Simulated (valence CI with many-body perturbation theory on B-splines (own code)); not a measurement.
## Missing levels of Dy⁵⁰⁺

Method: configuration interaction combined with many-body perturbation theory (CI+MBPT): six valence electrons over a frozen Dirac-Fock core [Ne], radial functions for each j: 9 s, 9 p, 8 d, 6 f, 3 g, 1 h, with the one-electron correlation potential Σ1, the two-electron term Σ2, the three-electron term Σ3, Breit, model QED; selected CI, second order for the rest, scaled by the run's own slope (own B-spline code, finite nucleus).

The last digits are not significant, and no measured levels were compared; by estimate large intervals hold to a few tenths of a per cent, small ones and those within an open d or f shell to about a per cent. Among the levels kept, up to 1100 cm⁻¹ of a level comes from second order outside the variational space, and about a tenth of that is noise between levels of different J, which matters for small intervals.

```tsv
Level	E (× 10³ cm⁻¹)
(3s^2 3p1/2^2 3p3/2^2) J=2	0.00
(3s^2 3p1/2^2 3p3/2^2) J=0	?
(3s^2 3p1/2 3p3/2^3) J=1	?
(3s^2 3p1/2^2 3p3/2 3d3/2) J=2	1631.2
(3s^2 3p1/2 3p3/2^3) J=2	1678.9
(3s^2 3p1/2^2 3p3/2 3d3/2) J=1	1685.5
(3s^2 3p1/2^2 3p3/2 3d3/2) J=0	1690.1
(3s^2 3p1/2^2 3p3/2 3d3/2) J=3	1692.1
(3s^2 3p1/2^2 3p3/2 3d5/2) J=4	2039.0
(3s^2 3p1/2^2 3p3/2 3d5/2) J=2	?
(3s^2 3p1/2^2 3p3/2 3d5/2) J=3	2214.8
(3s^2 3p1/2^2 3p3/2 3d5/2) J=1	2288.7
(3s 3p1/2^2 3p3/2^3) J=2	2858.7
(3s 3p1/2^2 3p3/2^3) J=1	3006.2
(3s^2 3p1/2 3p3/2^2 3d3/2) J=2 [a]	3177.0
(3s^2 3p1/2 3p3/2^2 3d3/2) J=0	3184.8
(3s^2 3p1/2 3p3/2^2 3d3/2) J=1 [a]	?
(3s^2 3p1/2 3p3/2^2 3d3/2) J=3 [a]	3232.5
(3s^2 3p1/2 3p3/2^2 3d3/2) J=4	?
(3s^2 3p1/2^2 3d3/2^2) J=2	?
```

Levels are named by their leading jj configuration (3d3/2^4 stands for four electrons in 3d with j = 3/2), which in mixed levels can hold well under half, so a name can repeat and another be missing. Letters in brackets count levels of one name in rising energy.

(1) The levels stand in rising order. What does the calculation give for the missing energies?

## Answers

(1) (3s^2 3p1/2^2 3p3/2^2) J=0 136.54; (3s^2 3p1/2 3p3/2^3) J=1 1610.0; (3s^2 3p1/2^2 3p3/2 3d5/2) J=2 2069.9; (3s^2 3p1/2 3p3/2^2 3d3/2) J=1 [a] 3190.7; (3s^2 3p1/2 3p3/2^2 3d3/2) J=4 3295.4; (3s^2 3p1/2^2 3d3/2^2) J=2 3328.6.
